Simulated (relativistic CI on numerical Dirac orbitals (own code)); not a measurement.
Ligand-field terms of d2

Computed with a parametric ligand-field model of a d^n configuration (Racah B and C, spin-orbit zeta, crystal field), exact diagonalisation.

Field parameters in Wybourne normalisation: Oh B⁴₀ = 21Dq, B⁴₄ = √(5/14) B⁴₀; Td as Oh with Dq negative (B⁴₀ = 21Dq, B⁴₄ = √(5/14) B⁴₀). The field is a parameter set, without covalency.

(1) A d2 ion in Oh symmetry has the ground term 3T1 and bands at 3T2 4303 cm⁻¹ (2324 nm), 1T2 8567 cm⁻¹ (1167 nm), 1E 8893 cm⁻¹ (1124 nm), 3A2 9253 cm⁻¹ (1081 nm), 3T1 11757 cm⁻¹ (851 nm), 1T2 14350 cm⁻¹ (697 nm). Which parameters reproduce them?

(2) Ground term and bands for B = 840, C = 4220, ζ = 0 cm⁻¹, Oh, 10Dq = 8750 cm⁻¹?

(3) Ground term and bands for B = 900, C = 3400, ζ = 0 cm⁻¹, Oh, 10Dq = 18500 cm⁻¹?

(4) A d2 ion in Oh symmetry has the ground term 3T1 and bands at 1T2 12929 cm⁻¹ (773 nm), 1E 13028 cm⁻¹ (768 nm), 1A1 29533 cm⁻¹ (339 nm), 3T2 35696 cm⁻¹ (280 nm), 3T1 45542 cm⁻¹ (220 nm), 3A2 73246 cm⁻¹ (137 nm). Which parameters reproduce them?

(5) Ground term and bands for B = 670, C = 2740, ζ = 0 cm⁻¹, Td, 10Dq = -2350 cm⁻¹?

Results:

(1) B = 540, C = 2520, ζ = 0 cm⁻¹, Oh, 10Dq = 4950 cm⁻¹.

(2) Ground term 3T1 with 0.07 electrons in the two orbitals of the cubic e set. Spin-allowed: 3T2 7662 cm⁻¹ (1305 nm), 3A2 16412 cm⁻¹ (609 nm), 3T1 19173 cm⁻¹ (522 nm). Lowest spin-forbidden: 1T2 13957 cm⁻¹ (717 nm), 1E 14418 cm⁻¹ (694 nm), 1T2 23777 cm⁻¹ (421 nm).

(3) Ground term 3T1 with 0.04 electrons in the two orbitals of the cubic e set. Spin-allowed: 3T2 16854 cm⁻¹ (593 nm), 3T1 28709 cm⁻¹ (348 nm), 3A2 35354 cm⁻¹ (283 nm). Lowest spin-forbidden: 1T2 12718 cm⁻¹ (786 nm), 1E 12987 cm⁻¹ (770 nm), 1A1 27082 cm⁻¹ (369 nm).

(4) B = 780, C = 3980, ζ = 0 cm⁻¹, Oh, 10Dq = 37550 cm⁻¹.

(5) Ground term 3A2 with 2.00 electrons in the two orbitals of the cubic e set. Spin-allowed: 3T2 2350 cm⁻¹, 3T1 4129 cm⁻¹ (2422 nm), 3T1 12971 cm⁻¹ (771 nm). Lowest spin-forbidden: 1E 9976 cm⁻¹ (1002 nm), 1T2 11931 cm⁻¹ (838 nm), 1A1 15154 cm⁻¹ (660 nm). With an A2 ground term the first spin-allowed band lies at |10Dq| itself.
